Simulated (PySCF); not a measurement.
CF₃, SMILES F[C-](F)F, charge -1. Geometry: PBE-D3(BJ)/def2-SVPD.

Computed equilibrium geometry at PBE-D3(BJ)/def2-SVPD (PySCF confirms it by a frequency run) as a Z-matrix, and its point group:
point group C3v.
```
C
F 1 1.4496
F 1 1.4496 2 99.73
F 1 1.4496 2 99.73 3 -101.74
```
Charge -1, spin multiplicity 1.
